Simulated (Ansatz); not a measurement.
The cluster Au₃S⁺, relaxed as a quintet with UKS r2SCAN-D4/def2-SVP in Ansatz, starting from the r2SCAN-D4/def2-SVP geometry of the charge +1 singlet. Force threshold 0.02 eV/Å.

In the def2 sets Au takes a core potential; there is no spin–orbit coupling. At r2SCAN-D4/def2-SVP a singlet of charge 1 lies 3.05 eV below the quintet, each at its own geometry. The structure comes from a short search, and lower isomers may exist.

Start:

```xyz
4

Au    0.521    1.557    1.112
Au    0.950   -0.280   -1.719
Au   -1.860   -0.663    0.150
S     0.390   -0.614    0.456
```

```tsv
step	energy (eV)	largest force component (eV/Å)	SCF passes
1	-21905.7712	1.878	57
2	-21906.1062	0.852	40
3	-21906.2522	0.345	37
4	-21906.3734	0.288	36
5	-21906.6050	0.457	38
6	-21906.8361	0.531	49
7	-21906.8966	0.426	39
8	-21906.9764	0.494	36
9	-21907.1318	0.597	36
10	-21907.3462	0.365	35
11	-21907.4614	0.629	36
12	-21907.5813	0.251	36
13	-21907.6172	0.090	36
14	-21907.6183	0.006	26
```

Force components are those of the run's own axes.

End:

```xyz
4

Au   -0.160    0.908    1.533
Au    0.234   -0.927   -1.512
Au   -1.655    0.538   -0.539
S     1.581   -0.519    0.518
```

Bonds lost: Au3–S4 (atoms count from 1). Metal–metal contacts that move far: Au2–Au3 3.40 to 2.58 Å, Au1–Au3 3.39 to 2.58 Å.

No frequencies were taken in this run, so the end may be a saddle point.

Hardware: 4 threads of Arm Neoverse V2 on a shared host. Wall time 51 s.
